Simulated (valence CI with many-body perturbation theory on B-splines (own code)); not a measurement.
Questions on Cr3+

Level of theory: relativistic CI+MBPT: three valence electrons over a frozen Dirac-Fock core [Ar], radial functions for each j: 9 s, 9 p, 10 d, 8 f, 5 g, 3 h, 1 i, with the one-electron correlation potential Σ1, the two-electron term Σ2, the three-electron term Σ3, Breit, model QED; selected CI, second order for the rest, scaled by the run's own slope (own B-spline code, finite nucleus).

Against 66 measured levels this calculation errs by 1079 cm⁻¹ on average and by 1844 at most. These come from a selection out of Sugar and Corliss, J. Phys. Chem. Ref. Data 6, 317 (1977). Levels without a partner in it may be off by more, other configurations by 1,000 to 8,000 cm⁻¹.

Rates and lifetimes use the calculated energies. Strong lines usually hold to 10 to 20 %, long lifetimes can be off by a factor of two.

What is the ground level?

3d3 4F_3/2, composition 100 % 3d3 4F, g = 0.399.

How well does LS coupling describe the low levels?

Among the lowest 20 levels the leading LS term, summed over configurations, holds 97 % on average. For single configurations the figures are 96 % in LS and 60 % in jj coupling. Terms mix most in the J = 3/2 level at 2.469 eV, where the leading one holds 70 %.

Name the longest-lived excited levels whose lifetime is computed, and their main decay.

3d3 4F_5/2 at 0.029 eV lives 1790 s, mostly by M1 to 3d3 4F_3/2; 3d3 4F_7/2 at 0.068 eV lives 727 s, mostly by M1 to 3d3 4F_5/2; 3d3 4F_9/2 at 0.116 eV lives 635 s, mostly by M1 to 3d3 4F_7/2.

Where does the other parity begin?

At 3d2.4p 4G°_5/2, 19.320 eV.

How is the term 4F of the ground level split?

J = 3/2 at 0.000, J = 5/2 at 0.029, J = 7/2 at 0.068, J = 9/2 at 0.116 eV.

What is the ionisation energy?

48.734 eV; NIST lists 49.16 ± 0.05 eV (semi-empirical).

Among levels below 22.277 eV, which E1 lines absorb most strongly from the ground level?

to 3d2.4p 4F°_3/2 at 63.72 nm, f = 0.116; to 3d2.4p 4D°_1/2 at 62.57 nm, f = 0.0625; to 3d2.4p 4F°_5/2 at 63.57 nm, f = 0.0241.
